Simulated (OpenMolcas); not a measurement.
# F5+: from CASSCF to CASPT2

| Item | Value |
| --- | --- |
| Program | OpenMolcas |
| Basis | ANO-RCC-VQZP [5s4p3d2f1g] |
| Scalar Hamiltonian | DKH2, point nucleus |
| Active space | 2 electrons in 4 orbitals (2s 2p) |
| State averaging | 2S+1 = 3 even, 3 roots; 2S+1 = 1 even, 7 roots (6 in the spin-orbit step); 2S+1 = 3 odd, 3 roots; 2S+1 = 1 odd, 3 roots |
| Spin-orbit coupling | RASSI with atomic mean-field integrals over the reference wave functions, term energies averaged over their components |

Methods on the same reference wave functions:
A. CASSCF
B. SS-CASPT2, IPEA 0.25 Eh, imaginary shift 0.1 Eh (closed shells correlated: 1s)

Energies in cm-1 above 2s2 1S0, the measured ground level; measured values from Moore, Atomic Energy Levels, vol. I, NSRDS-NBS 35 (1971 reprint of NBS Circular 467, 1949).

```
      Level       A       B  Measured
    2s2 1S0     0.0     0.0       0.0
2s 2p 3P* 0   97542   96643          
2s 2p 3P* 1   97822   96923     96861
2s 2p 3P* 2   98386   97487     97437
2s 2p 1P* 1  199124  188543          
    2p2 3P0  254002  251796          
    2p2 3P1  254279  252073    251635
    2p2 3P2  254828  252621    252145
```

Deviations, from unrounded energies. A percentage is the sum of absolute deviations over the sum of measured energies, with the sign that they share, or ± where signs differ.

```json
{"Against measurement": "mean absolute deviation (cm-1)", "Levels": "4", "A": "1800", "B": "260"}
{"Against measurement": "other configurations (%)", "Levels": "4", "A": "+1.0", "B": "+0.1"}
```

B lies closest to measurement on these levels. The largest miss of B in the table is 2p2 3P2, by +480 cm-1. The ranking rests on the paired levels alone, and a cruder setting can come out closer through cancelling errors.

The lowest spin-free term lies below A's lowest term by 0.013 hartree in B.

Measured partners are found by configuration, term and J. A level has none where our copy of the source lacks it or the pairing is in doubt (some pairs that miss far off the trend of their configuration count as doubtful), and it then counts in no deviation. Only configurations of the active space appear. Levels that lie high or do not pair safely by name in every column are left out.

* marks odd parity.
